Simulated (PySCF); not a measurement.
Working out the excitation energy of Te

Te [Kr] 4d10 5s2 5p4 (3P) → Te [Kr] 4d10 5s2 5p3 5d1 (5D). Computed with PySCF 2.14 in aug-cc-pVTZ-PP with ECP28MDF (6s5p4d2f, 55 functions), with scalar relativity through the core potential. Frozen: 4s2 4p6 4d10. Energies in hartree (1 hartree = 27.21139 eV):

```
             part   Te (lower)   Te (upper)
              UHF  -267.006367  -266.774260
MP2 opposite-spin    -0.066851    -0.048439
    MP2 same-spin    -0.019554    -0.022527
```

Q: What does Hartree-Fock give?

A: (-266.774260) − (-267.006367) = 0.232107 hartree = 6.316 eV.

Q: What do MP2 and SCS-MP2 (6/5 opposite-spin, 1/3 same-spin) give?

A: The opposite-spin parts differ by 0.501 eV and the same-spin parts by -0.081 eV. MP2: 6.316 + (0.501) + (-0.081) = 6.736 eV. SCS-MP2: 6.316 + 1.2 × (0.501) + (-0.081)/3 = 6.890 eV.

Measured between the centres of the two terms (NIST): 6.655 eV, so MP2 (valence) is off by 0.081 eV.

What remains against the reference includes basis incompleteness, the frozen core and correlation beyond second order.
